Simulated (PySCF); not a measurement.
# Nuclear quadrupole coupling in `CO[C@H]1C[Si@H](OC)C1`

Compound: C₅H₁₂O₂Si.
Structure used (GFN2-xTB), in Å, numbered top down from 1:
```
atom  x, y, z in Å
C1    -3.3313   -0.0308    0.3687
O2    -2.1480    0.7046    0.2112
C3    -1.1521    0.0424   -0.5380
C4    -0.0084    1.0407   -0.7992
Si5    1.0623    0.1527    0.5075
O6     2.4425   -0.5788    0.0759
C7     3.7460   -0.0781    0.1004
C8    -0.3965   -1.0337    0.2756
H9    -3.7784   -0.2728   -0.6050
H10   -4.0154    0.5990    0.9347
H11   -3.1648   -0.9661    0.9159
H12   -1.6029   -0.3575   -1.4595
H13   -0.3353    2.0594   -0.6143
H14    0.3465    0.9778   -1.8257
H15    1.1828    0.8703    1.7773
H16    3.9732    0.3601    1.0741
H17    4.4277   -0.9068   -0.0916
H18    3.8803    0.6860   -0.6676
H19   -0.1990   -1.9268   -0.3110
H20   -0.9344   -1.3310    1.1705
```

Field gradients from the PBE0/pcSseg-1 density (PySCF, non-relativistic), principal values in atomic units, ordered |Vxx| ≤ |Vyy| ≤ |Vzz|:

| atom | Vxx | Vyy | Vzz |
| --- | --- | --- | --- |
| O2 | -0.0024 | -1.9880 | 1.9904 |
| O6 | -0.5534 | -1.1609 | 1.7143 |

Problem. Find the asymmetry η = (Vxx − Vyy)/Vzz and the couplings χ = eQV/h (234.96 MHz × Q in barn × V in au), with Q(17O) = −0.0256 b.

Solution. 
```json
{"atom": "O2", "environment": "ether oxygen", "nucleus": "17O", "η": "1.00", "χzz (MHz)": "-11.97", "χxx (MHz)": "0.01", "χyy (MHz)": "11.96"}
{"atom": "O6", "environment": "silyl ether oxygen", "nucleus": "17O", "η": "0.35", "χzz (MHz)": "-10.31", "χxx (MHz)": "3.33", "χyy (MHz)": "6.98"}
```

At O2 η is above 0.9: Vyy and Vzz are nearly equal in size and opposite in sign, so a small change could swap them and flip the sign of χzz. The tensor is traceless: Vxx + Vyy + Vzz = 0.

Problem. What is Vzz at O2 in SI units (1 au = 9.71736 × 10²¹ V/m²)?

Solution. 1.9904 au = 19.341 × 10²¹ V/m².

Problem. And the gradient at the other heavy atoms, for which no coupling is worked out here?

Solution. 
```
atom                  environment  Vzz (au)     η
  C1               methoxy carbon     0.361  0.09
  C3   sp3 carbon bound to oxygen     0.338  0.06
  C4  sp3 carbon bound to silicon     0.105  0.88
 Si5         oxygen-bound silicon    -0.385  0.68
  C7               methoxy carbon     0.416  0.05
  C8  sp3 carbon bound to silicon    -0.101  0.75
```

Were the hydrogens deuterons (Q(2H) = 0.00286 b), χzz would run from 107 kHz (H15) to 220 kHz (H20).

Geometry: GFN2-xTB, one conformer, isolated molecule. GFN2-xTB bond lengths can be off by several hundredths of an ångström, more for odd bonds, and the gradients follow them. With so small a basis the couplings can be 20 % off.
